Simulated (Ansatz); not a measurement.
`[Br][Sn][Br]` + HCl → `[Cl][Sn][Br]` + HBr at 600 K and 1 bar (ligand exchange at the Sn–Br bond).

Computed with Ansatz on PBE0-D4/def2-TZVP structures; ΔE is electronic, products minus reactants. CCSD(T)/CBS is the MP2 limit (def2-TZVPP, def2-QZVPP) plus CCSD(T) − MP2 in def2-TZVPP, frozen cores. This one scheme is used for every species. Elements past krypton have def2 core potentials. For Br, Sn outer-core shells are correlated without core-valence functions, which leaves a few kJ/mol of doubt a bond. Scalar relativity is left out up to krypton.

```csv
species,CCSD(T)/CBS energy (Eh),H − E (kJ/mol),S (J/(mol·K))
`[Br][Sn][Br]`,-5360.78051,35.2,368.9
HCl,-460.38127,35.4,207.2
`[Cl][Sn][Br]`,-3247.23683,35.4,362.8
HBr,-2573.91920,33.5,219.1
```

H − E and S are ideal-gas, rigid-rotor, harmonic terms from PBE0-D4/def2-TZVP. 1 Eh = 2625.50 kJ/mol, R = 8.31446 J/(mol·K).

**Question.** By hand: ΔE, ΔH, ΔS and ΔG.

**Answer.** ΔE = (-3247.23683) + (-2573.91920) − (-5360.78051) − (-460.38127) = 0.00575 Eh = 15.1 kJ/mol. Δ(H − E) = 35.4 + 33.5 − 35.2 − 35.4 = -1.7, so ΔH = 13.4 kJ/mol. ΔS = 362.8 + 219.1 − 368.9 − 207.2 = 5.8 J/(mol·K). ΔG = 13.4 − 600 × (5.8)/1000 = 9.9 kJ/mol.

**Question.** By hand: the equilibrium constant, and the temperature at which ΔG would vanish if ΔH and ΔS stayed fixed.

**Answer.** log₁₀ K = −ΔG/(RT ln 10) = -0.9. ΔG = 0 at ΔH/ΔS = 2310 K, though so small a ΔS makes that figure unsure.

The number of gas molecules stays the same, so ΔS is small and ΔH decides. A doubt of 5 kJ/mol in ΔE shifts log₁₀ K by 0.4 here. These are equilibria of isolated gas molecules and say nothing of rates. Largest T1 diagnostic: 0.012 (customary marks: 0.02 for closed shells, 0.045 for open ones).
